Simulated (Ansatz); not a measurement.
Nudged elastic band run: CH3BFNS

input.yaml

```yaml
crystal:
  periodic: [false, false, false]
  atoms:
    - { symbol: B, position_ang: [-0.071618, 1.805684, 0.171086] }
    - { symbol: "N", position_ang: [-0.010577, 0.463635, -0.122942] }
    - { symbol: C, position_ang: [0.045136, -0.755307, -0.298054] }
    - { symbol: F, position_ang: [0.05512, -1.302782, -1.53775] }
    - { symbol: S, position_ang: [0.120904, -1.978667, 0.993821] }
    - { symbol: H, position_ang: [-1.151774, 2.32525, 0.306038] }
    - { symbol: H, position_ang: [0.956156, 2.427104, 0.280868] }
    - { symbol: H, position_ang: [0.148854, -3.042017, 0.150933] }
basis:
  gaussian: { orbitals: cc-pVDZ }
hamiltonian:
  xc: b3lyp
  dispersion: d4
neb:
  order_check: false
  images: 7
  f_tol: 0.03
  max_iterations: 60
  final_atoms:
    - { symbol: B, position_ang: [-0.19706564, 2.00279028, 0.5339294] }
    - { symbol: "N", position_ang: [-0.1008368, 0.85479587, 0.0607163] }
    - { symbol: C, position_ang: [0.05279931, -0.42451683, -0.44689165] }
    - { symbol: F, position_ang: [1.24395532, -0.53126026, -1.15023551] }
    - { symbol: S, position_ang: [0.03641984, -1.630761, 0.95829734] }
    - { symbol: H, position_ang: [-0.30162285, 3.08782499, 0.97239237] }
    - { symbol: H, position_ang: [-0.75518053, -0.6841509, -1.14942132] }
    - { symbol: H, position_ang: [0.11373236, -2.73182214, 0.16521306] }
  initial_path:
    images:
      - { positions_ang: [[-0.071618, 1.805684, 0.171086], [-0.010577, 0.463635, -0.122942], [0.045136, -0.755307, -0.298054], [0.05512, -1.302782, -1.53775], [0.120904, -1.978667, 0.993821], [-1.151774, 2.32525, 0.306038], [0.956156, 2.427104, 0.280868], [0.148854, -3.042017, 0.150933]] }
      - { positions_ang: [[-0.11643591, 1.79896498, 0.11743994], [-0.03495569, 0.45937532, 0.04904729], [0.13251251, -0.69915363, -0.24192727], [0.27361284, -1.07330583, -1.50163453], [0.24232033, -2.01466722, 0.92616338], [-1.06393706, 2.41731805, 0.38079978], [0.70176963, 1.96913914, 0.0339144], [-0.04268565, -2.91477082, 0.18019701]] }
      - { positions_ang: [[-0.16125382, 1.79224597, 0.06379388], [-0.05933438, 0.45511564, 0.22103658], [0.21988902, -0.64300027, -0.18580053], [0.49210569, -0.84382965, -1.46551906], [0.36373666, -2.05066743, 0.85850576], [-0.97610011, 2.50938611, 0.45556157], [0.44738325, 1.51117429, -0.21303921], [-0.2342253, -2.78752465, 0.20946102]] }
      - { positions_ang: [[-0.20607174, 1.78552695, 0.01014782], [-0.08371307, 0.45085595, 0.39302587], [0.30726552, -0.5868469, -0.1296738], [0.71059853, -0.61435348, -1.4294036], [0.48515299, -2.08666765, 0.79084814], [-0.88826317, 2.60145416, 0.53032335], [0.19299688, 1.05320943, -0.45999281], [-0.42576495, -2.66027847, 0.23872503]] }
      - { positions_ang: [[-0.25088965, 1.77880794, -0.04349824], [-0.10809176, 0.44659627, 0.56501515], [0.39464203, -0.53069353, -0.07354707], [0.92909138, -0.38487731, -1.39328813], [0.60656932, -2.12266787, 0.72319053], [-0.80042623, 2.69352222, 0.60508513], [-0.06138949, 0.59524458, -0.70694642], [-0.6173046, -2.5330323, 0.26798903]] }
      - { positions_ang: [[-0.23743365, 1.83480352, 0.10085867], [-0.10627802, 0.54864617, 0.43894044], [0.30918135, -0.50414936, -0.16688321], [1.00780737, -0.42147304, -1.33252497], [0.46403195, -1.99969115, 0.78196723], [-0.67572538, 2.79209791, 0.69691194], [-0.23483725, 0.27539571, -0.81756514], [-0.43454536, -2.58272976, 0.24229504]] }
      - { positions_ang: [[-0.22397765, 1.89079911, 0.24521558], [-0.10446428, 0.65069607, 0.31286573], [0.22372067, -0.47760518, -0.26021936], [1.08652335, -0.45806878, -1.27176182], [0.32149458, -1.87671443, 0.84074393], [-0.55102454, 2.8906736, 0.78873875], [-0.40828501, -0.04445316, -0.92818387], [-0.25178612, -2.63242722, 0.21660105]] }
      - { positions_ang: [[-0.21052164, 1.94679469, 0.38957249], [-0.10265054, 0.75274597, 0.18679101], [0.13825999, -0.45106101, -0.3535555], [1.16523934, -0.49466452, -1.21099866], [0.17895721, -1.75373772, 0.89952063], [-0.4263237, 2.98924929, 0.88056556], [-0.58173277, -0.36430203, -1.03880259], [-0.06902688, -2.68212468, 0.19090705]] }
      - { positions_ang: [[-0.19706564, 2.00279028, 0.5339294], [-0.1008368, 0.85479587, 0.0607163], [0.05279931, -0.42451683, -0.44689165], [1.24395532, -0.53126026, -1.15023551], [0.03641984, -1.630761, 0.95829734], [-0.30162285, 3.08782499, 0.97239237], [-0.75518053, -0.6841509, -1.14942132], [0.11373236, -2.73182214, 0.16521306]] }
```

Run as:

```bash
$ ansatz run input.yaml --threads 2 --pin off --max-ram 3072MiB --backend cpu --events-out ev --progress --plain --runs-dir out
```

Output, in part (warnings, iteration lines):

```
NEB end point (image 0): max|allowed force component| = 1.675e-2 eV/Å (the criterion of neb.relax_end_points is 1.000e-2)
NEB end point (image 8): max|allowed force component| = 1.756e-2 eV/Å (the criterion of neb.relax_end_points is 1.000e-2)
NEB iter   1: max|band force component| = 4.095e1 eV/Å  barrier→ = 11.3207 eV  barrier← = 11.0646 eV  Δτ_max = 0.1975 Å  (263 SCF iters)
NEB iter   2: max|band force component| = 5.922e0 eV/Å  barrier→ = 6.5665 eV  barrier← = 6.3105 eV  Δτ_max = 0.2000 Å  (258 SCF iters)
NEB iter   3: max|band force component| = 5.156e0 eV/Å  barrier→ = 6.2187 eV  barrier← = 5.9626 eV  Δτ_max = 0.1972 Å  (235 SCF iters)
NEB iter   4: max|band force component| = 4.554e0 eV/Å  barrier→ = 5.7436 eV  barrier← = 5.4876 eV  Δτ_max = 0.2000 Å  (230 SCF iters)
NEB iter   5: max|band force component| = 3.531e0 eV/Å  barrier→ = 5.1374 eV  barrier← = 4.8813 eV  Δτ_max = 0.1996 Å  (235 SCF iters)
NEB iter   6: max|band force component| = 3.492e0 eV/Å  barrier→ = 4.6873 eV  barrier← = 4.4313 eV  Δτ_max = 0.1982 Å  (228 SCF iters)
NEB iter   7: max|band force component| = 1.451e0 eV/Å  barrier→ = 4.7581 eV  barrier← = 4.5020 eV  Δτ_max = 0.2000 Å  (238 SCF iters)
NEB iter   8: max|band force component| = 2.323e0 eV/Å  barrier→ = 5.2023 eV  barrier← = 4.9462 eV  Δτ_max = 0.1010 Å  (230 SCF iters)
NEB iter   9: max|band force component| = 1.466e0 eV/Å  barrier→ = 4.8751 eV  barrier← = 4.6191 eV  Δτ_max = 0.1026 Å  (219 SCF iters)
NEB iter  10: max|band force component| = 2.467e0 eV/Å  barrier→ = 4.7634 eV  barrier← = 4.5073 eV  Δτ_max = 0.0498 Å  (222 SCF iters)
NEB iter  11: max|band force component| = 9.360e-1 eV/Å  barrier→ = 4.6215 eV  barrier← = 4.3655 eV  Δτ_max = 0.1003 Å  (227 SCF iters)
NEB iter  12: max|band force component| = 1.166e0 eV/Å  barrier→ = 4.4658 eV  barrier← = 4.2097 eV  Δτ_max = 0.0500 Å  (222 SCF iters)
NEB iter  13: max|band force component| = 8.246e-1 eV/Å  barrier→ = 4.3792 eV  barrier← = 4.1232 eV  Δτ_max = 0.0511 Å  (224 SCF iters)
NEB iter  14: max|band force component| = 6.950e-1 eV/Å  barrier→ = 4.2691 eV  barrier← = 4.0131 eV  Δτ_max = 0.0499 Å  (228 SCF iters)
NEB iter  15: max|band force component| = 7.757e-1 eV/Å  barrier→ = 4.2026 eV  barrier← = 3.9466 eV  Δτ_max = 0.0995 Å  (228 SCF iters)
NEB iter  16: max|band force component| = 6.704e-1 eV/Å  barrier→ = 4.0753 eV  barrier← = 3.8193 eV  Δτ_max = 0.0981 Å  (222 SCF iters)
NEB iter  17: max|band force component| = 5.254e-1 eV/Å  barrier→ = 3.9714 eV  barrier← = 3.7153 eV  Δτ_max = 0.0992 Å  (224 SCF iters)
NEB iter  18: max|band force component| = 7.827e-1 eV/Å  barrier→ = 3.8847 eV  barrier← = 3.6286 eV  Δτ_max = 0.0499 Å  (219 SCF iters)
NEB iter  19: max|band force component| = 4.617e-1 eV/Å  barrier→ = 3.8303 eV  barrier← = 3.5743 eV  CI = image 6  Δτ_max = 0.0501 Å  (229 SCF iters)
NEB iter  20: max|band force component| = 1.128e0 eV/Å  barrier→ = 3.8425 eV  barrier← = 3.5864 eV  CI = image 6  Δτ_max = 0.0501 Å  (226 SCF iters)
NEB iter  21: max|band force component| = 1.273e0 eV/Å  barrier→ = 3.8447 eV  barrier← = 3.5887 eV  CI = image 6  Δτ_max = 0.1001 Å  (228 SCF iters)
NEB iter  22: max|band force component| = 1.314e0 eV/Å  barrier→ = 3.8390 eV  barrier← = 3.5829 eV  CI = image 6  Δτ_max = 0.1986 Å  (226 SCF iters)
NEB iter  23: max|band force component| = 8.859e-1 eV/Å  barrier→ = 3.7936 eV  barrier← = 3.5376 eV  CI = image 6  Δτ_max = 0.1993 Å  (220 SCF iters)
NEB iter  24: max|band force component| = 6.794e-1 eV/Å  barrier→ = 3.7642 eV  barrier← = 3.5081 eV  CI = image 6  Δτ_max = 0.1993 Å  (221 SCF iters)
NEB iter  25: max|band force component| = 2.150e0 eV/Å  barrier→ = 3.7620 eV  barrier← = 3.5060 eV  CI = image 6  Δτ_max = 0.1008 Å  (227 SCF iters)
NEB iter  26: max|band force component| = 9.382e-1 eV/Å  barrier→ = 3.7456 eV  barrier← = 3.4896 eV  CI = image 6  Δτ_max = 0.2000 Å  (228 SCF iters)
NEB iter  27: max|band force component| = 1.940e0 eV/Å  barrier→ = 3.7186 eV  barrier← = 3.4625 eV  CI = image 6  Δτ_max = 0.0997 Å  (231 SCF iters)
NEB iter  28: max|band force component| = 1.674e0 eV/Å  barrier→ = 3.7231 eV  barrier← = 3.4671 eV  CI = image 6  Δτ_max = 0.1947 Å  (218 SCF iters)
NEB iter  29: max|band force component| = 1.104e0 eV/Å  barrier→ = 3.7299 eV  barrier← = 3.4738 eV  CI = image 6  Δτ_max = 0.1943 Å  (222 SCF iters)
NEB iter  30: max|band force component| = 6.349e-1 eV/Å  barrier→ = 3.7342 eV  barrier← = 3.4782 eV  CI = image 6  Δτ_max = 0.1212 Å  (224 SCF iters)
NEB iter  31: max|band force component| = 3.301e-1 eV/Å  barrier→ = 3.7191 eV  barrier← = 3.4631 eV  CI = image 6  Δτ_max = 0.1586 Å  (219 SCF iters)
NEB iter  32: max|band force component| = 2.395e-1 eV/Å  barrier→ = 3.7209 eV  barrier← = 3.4649 eV  CI = image 6  Δτ_max = 0.0209 Å  (213 SCF iters)
NEB iter  33: max|band force component| = 1.891e-1 eV/Å  barrier→ = 3.7184 eV  barrier← = 3.4623 eV  CI = image 6  Δτ_max = 0.0699 Å  (212 SCF iters)
NEB iter  34: max|band force component| = 1.914e-1 eV/Å  barrier→ = 3.7140 eV  barrier← = 3.4580 eV  CI = image 6  Δτ_max = 0.1987 Å  (231 SCF iters)
NEB iter  35: max|band force component| = 5.763e-1 eV/Å  barrier→ = 3.7082 eV  barrier← = 3.4522 eV  CI = image 6  Δτ_max = 0.1012 Å  (228 SCF iters)
NEB iter  36: max|band force component| = 9.052e-1 eV/Å  barrier→ = 3.7058 eV  barrier← = 3.4498 eV  CI = image 6  Δτ_max = 0.0501 Å  (224 SCF iters)
NEB iter  37: max|band force component| = 6.958e-1 eV/Å  barrier→ = 3.7006 eV  barrier← = 3.4446 eV  CI = image 6  Δτ_max = 0.0504 Å  (215 SCF iters)
NEB iter  38: max|band force component| = 6.440e-1 eV/Å  barrier→ = 3.6909 eV  barrier← = 3.4349 eV  CI = image 6  Δτ_max = 0.1007 Å  (212 SCF iters)
NEB iter  39: max|band force component| = 7.098e-1 eV/Å  barrier→ = 3.6908 eV  barrier← = 3.4347 eV  CI = image 6  Δτ_max = 0.1005 Å  (210 SCF iters)
NEB iter  40: max|band force component| = 1.065e0 eV/Å  barrier→ = 3.7108 eV  barrier← = 3.4547 eV  CI = image 6  Δτ_max = 0.1013 Å  (209 SCF iters)
NEB iter  41: max|band force component| = 1.156e0 eV/Å  barrier→ = 3.7361 eV  barrier← = 3.4801 eV  CI = image 6  Δτ_max = 0.2000 Å  (216 SCF iters)
NEB iter  42: max|band force component| = 1.089e0 eV/Å  barrier→ = 3.6683 eV  barrier← = 3.4123 eV  CI = image 6  Δτ_max = 0.1990 Å  (210 SCF iters)
NEB iter  43: max|band force component| = 1.070e0 eV/Å  barrier→ = 3.7200 eV  barrier← = 3.4640 eV  CI = image 6  Δτ_max = 0.2000 Å  (223 SCF iters)
NEB iter  44: max|band force component| = 1.057e0 eV/Å  barrier→ = 3.6429 eV  barrier← = 3.3869 eV  CI = image 6  Δτ_max = 0.1000 Å  (218 SCF iters)
NEB iter  45: max|band force component| = 9.381e-1 eV/Å  barrier→ = 3.6834 eV  barrier← = 3.4274 eV  CI = image 6  Δτ_max = 0.0996 Å  (215 SCF iters)
NEB iter  46: max|band force component| = 1.311e0 eV/Å  barrier→ = 3.7464 eV  barrier← = 3.4904 eV  CI = image 6  Δτ_max = 0.1001 Å  (217 SCF iters)
NEB iter  47: max|band force component| = 8.760e-1 eV/Å  barrier→ = 3.6803 eV  barrier← = 3.4243 eV  CI = image 6  Δτ_max = 0.2000 Å  (216 SCF iters)
NEB iter  48: max|band force component| = 1.733e0 eV/Å  barrier→ = 3.5997 eV  barrier← = 3.3437 eV  CI = image 6  Δτ_max = 0.1002 Å  (218 SCF iters)
NEB iter  49: max|band force component| = 1.601e0 eV/Å  barrier→ = 3.5785 eV  barrier← = 3.3225 eV  CI = image 6  Δτ_max = 0.1002 Å  (221 SCF iters)
NEB iter  50: max|band force component| = 1.507e0 eV/Å  barrier→ = 3.6494 eV  barrier← = 3.3934 eV  CI = image 6  Δτ_max = 0.2000 Å  (220 SCF iters)
NEB iter  51: max|band force component| = 2.249e0 eV/Å  barrier→ = 3.9219 eV  barrier← = 3.6658 eV  CI = image 6  Δτ_max = 0.2000 Å  (220 SCF iters)
NEB iter  52: max|band force component| = 1.866e0 eV/Å  barrier→ = 4.2330 eV  barrier← = 3.9770 eV  CI = image 6  Δτ_max = 0.2000 Å  (228 SCF iters)
NEB iter  53: max|band force component| = 1.523e0 eV/Å  barrier→ = 4.3993 eV  barrier← = 4.1433 eV  CI = image 6  Δτ_max = 0.1984 Å  (214 SCF iters)
NEB iter  54: max|band force component| = 1.420e0 eV/Å  barrier→ = 4.6142 eV  barrier← = 4.3582 eV  CI = image 6  Δτ_max = 0.1981 Å  (222 SCF iters)
NEB iter  55: max|band force component| = 1.927e0 eV/Å  barrier→ = 4.7716 eV  barrier← = 4.5156 eV  CI = image 6  Δτ_max = 0.0995 Å  (227 SCF iters)
NEB iter  56: max|band force component| = 3.032e0 eV/Å  barrier→ = 5.0003 eV  barrier← = 4.7443 eV  CI = image 5  Δτ_max = 0.1010 Å  (221 SCF iters)
NEB iter  57: max|band force component| = 2.462e0 eV/Å  barrier→ = 4.8970 eV  barrier← = 4.6410 eV  CI = image 5  Δτ_max = 0.2000 Å  (225 SCF iters)
NEB iter  58: max|band force component| = 4.139e0 eV/Å  barrier→ = 4.9194 eV  barrier← = 4.6634 eV  CI = image 5  Δτ_max = 0.0996 Å  (235 SCF iters)
NEB iter  59: max|band force component| = 2.419e0 eV/Å  barrier→ = 4.6895 eV  barrier← = 4.4335 eV  CI = image 5  Δτ_max = 0.1997 Å  (225 SCF iters)
NEB iter  60: max|band force component| = 2.187e0 eV/Å  barrier→ = 4.1183 eV  barrier← = 3.8623 eV  CI = image 5  Δτ_max = 0.1989 Å  (212 SCF iters)
Error: NEB band did not converge after 60 iterations: max|band force component| = 2.19e0 eV/Å (threshold 3.0e-2); raise `neb.max_iterations` in a new run, which can start from the last band evaluated (`neb.initial_path`, with `crystal.atoms` and `neb.final_atoms` set to its first and last images), …
```

It did not converge within its limit. The band didn't meet its force threshold, so its energies are provisional: the largest band force was still 2.19 eV/Å, and over the last iterations the top moved between 4.12 and 4.92 eV. Neighbouring images lie up to 1.7 Å apart, so the band is torn or far too coarse. The orbitals stay closed-shell, which can raise the energy where a bond breaks towards radicals; this wasn't checked here.

Final band (atoms are numbered from 1 in the order of the input):

```
image  path coordinate (Å)  energy (eV)  B1–H7 (Å)  C3–H7 (Å)
    0                 0.00         0.00       1.21       3.36
    1                 1.61         0.38       1.21       2.92
    2                 3.22         0.30       1.21       3.00
    3                 4.84         0.01       1.21       3.32
    4                 6.45         1.47       1.21       2.57
    5                 8.15         4.12       2.06       1.97
    6                 9.48         3.79       1.97       1.94
    7                10.79         1.55       2.56       1.13
    8                12.11         0.26       3.22       1.10
```

Run time: 5.3 min on 2 threads of AMD EPYC 9R45 96-Core Processor (Zen 5), with other jobs on the host, peak memory 0.19 GiB.
